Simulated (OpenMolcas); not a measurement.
**4d3 along the 39-electron sequence**

| Property | Result |
| --- | --- |
| Program | OpenMolcas 26.06 |
| Method | SS-CASPT2, IPEA 0.25 Eh, imaginary shift 0.1 Eh |
| Basis | ANO-RCC-VQZP |
| Scalar Hamiltonian | DKH2, point nucleus |
| Spin-orbit coupling | RASSI with atomic mean-field integrals over the reference wave functions, term energies averaged over their components |

Active space for each ion: 3 electrons in 10 orbitals (4d 5d); closed shells correlated by CASPT2: 4s 4p.

Computed levels in cm-1 above 4F 3/2:

```tsv
Level	Tc4+	Ru5+	Rh6+	Pd7+
4F 5/2	1038	1388	1809	2320
4F 7/2	2320	3070	3950	4990
4F 9/2	3760	4910	6210	7740
4P 3/2	12030	13610	14780	16280
4P 1/2	12090	13740	15030	16710
2G 7/2	13620	15770	17590	19870
4P 5/2	13780	15930	17820	20220
2G 9/2	14530	16840	18790	21170
2P 1/2	17060	20050	22600	25590
weight of 4F in the lowest level (%)	99	98	97	97
```

Mixed levels, with the weight of the term that names them: Ru5+ 2G 9/2 (75 %), Rh6+ 2G 9/2 (68 %), Pd7+ 4P 3/2 (74 %), Pd7+ 2G 9/2 (62 %).

The fine-structure level 4F 9/2 changes by a factor of 2.06 from Tc4+ to Pd7+. Its fourth root runs 7.83, 8.37, 8.88, 9.38, with steps per unit of Z of 0.54, 0.51, 0.50; equal steps would mean a (Z - σ)^4 law with constant σ.

4P 3/2 changes by a factor of 1.35 over the same range, with steps per unit of Z of +1580, +1170, +1500 cm-1.

CASPT2 breaks the degeneracy within a term, and the mean is taken; among the terms shown or strongly mixed into the levels shown the widest spread is 810 cm-1 (4d3 4F, Pd7+). Active for correlation alone: 5d; no level in the range computed is led by a configuration that fills it, so any true level of that kind is missing. Only configurations of the active space appear.
